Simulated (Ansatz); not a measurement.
A nudged elastic band was laid between two geometries of a periodic cell of 17 atoms, Be₁₆I (surface Be(0001), adsorbate I).

These are results of Ansatz, DFT PBEsol, scalar-relativistic, plane waves, PAW, not measurements. Settings: cutoff 420 eV, k mesh 4x4x1, gaussian smearing 0.15 eV, no spin polarisation.

```json
{
 "movable images": "3",
 "climbing image": "yes",
 "spring": "2.0 to 10.0 eV/Å², energy-weighted",
 "optimiser": "quadratic models (default)",
 "start path": "straight line",
 "force threshold": "0.05 eV/Å",
 "iteration limit": "27",
 "end points": "relaxed",
 "atoms held": "1 to 4"
}
```

First end point:

```xyz
17
Lattice="4.5800 0.0000 0.0000 2.2900 3.9664 0.0000 0.0000 0.0000 17.3826" Properties=species:S:1:pos:R:3
Be 0.000 1.322 1.000
Be 2.290 1.322 1.000
Be 1.145 3.305 1.000
Be 3.435 3.305 1.000
Be 0.000 0.006 2.786
Be 2.290 0.000 2.771
Be 1.140 1.980 2.786
Be 3.440 1.980 2.787
Be 0.000 1.322 4.603
Be 2.290 1.316 4.549
Be 1.139 3.309 4.548
Be 3.440 3.309 4.549
Be 0.000 -0.045 6.366
Be 2.291 0.000 6.228
Be 1.184 2.006 6.367
Be 3.398 2.005 6.367
I 0.002 1.320 8.498
```

Last end point:

```xyz
17
Lattice="4.5800 0.0000 0.0000 2.2900 3.9664 0.0000 0.0000 0.0000 17.3826" Properties=species:S:1:pos:R:3
Be 0.000 1.322 1.000
Be 2.290 1.322 1.000
Be 1.145 3.305 1.000
Be 3.435 3.305 1.000
Be 0.005 -0.003 2.787
Be 2.285 -0.003 2.786
Be 1.145 1.983 2.771
Be 3.435 1.989 2.786
Be 0.005 1.326 4.549
Be 2.284 1.326 4.548
Be 1.145 3.299 4.549
Be 3.435 3.306 4.603
Be -0.037 0.021 6.367
Be 2.329 0.023 6.367
Be 1.146 1.983 6.228
Be 3.435 1.938 6.366
I 1.147 -0.663 8.498
```

(1) Which bonds break or form, and what moves?

(2) Give the energies along the band, and the barrier.

(3) What is the geometry of the highest image?

Answers

(1) Contacts lost: Be15–I17. Contacts made: Be14–I17. The atom that moves furthest is I17, by 2.29 Å.

(2) It converged. The highest image is number 1 of 0 to 4, 0.134 eV above the ends, which have the same energy within 2 meV. The profile has 2 maxima (images 1, 3) with wells between them (image 2): this band takes more than one step, which may be the mechanism or a detour left from its start path. By the program's own check the climbing image is of a kind that is not told: the force calls were inconclusive, a negative curvature could not be distinguished from the path's own, the only one lies far off the path, or fixed occupations may fill a level only in part (lowest curvatures found: -1.02 and 0.49 eV/Å²). Limits of this set-up: coarse k mesh, thin slab, slab without dipole correction, odd electron count without spin.

| image | path coordinate (Å) | energy (eV) | Be15–I17 (Å) | Be14–I17 (Å) |
| --- | --- | --- | --- | --- |
| 0 | 0.00 | 0.000 | 2.53 | 3.48 |
| 1 | 0.73 | 0.134 | 2.48 | 2.98 |
| 2 | 1.38 | 0.055 | 2.55 | 2.52 |
| 3 | 2.04 | 0.130 | 3.05 | 2.48 |
| 4 | 2.70 | 0.000 | 3.48 | 2.53 |

(3) 
```xyz
17
Lattice="4.5800 0.0000 0.0000 2.2900 3.9664 0.0000 0.0000 0.0000 17.3826" Properties=species:S:1:pos:R:3
Be 0.000 1.322 1.000
Be 2.290 1.322 1.000
Be 1.145 3.305 1.000
Be 3.435 3.305 1.000
Be 0.007 0.005 2.783
Be 2.287 0.002 2.777
Be 1.144 1.975 2.782
Be 3.435 1.983 2.783
Be 0.007 1.318 4.584
Be 2.276 1.310 4.554
Be 1.147 3.304 4.540
Be 3.438 3.323 4.555
Be -0.010 -0.036 6.373
Be 2.296 -0.004 6.292
Be 1.171 2.010 6.373
Be 3.418 1.993 6.250
I 0.621 0.964 8.557
```

The run took 7 min on 1 thread of Arm Neoverse V2, with other jobs on the host, peak memory 0.65 GiB.
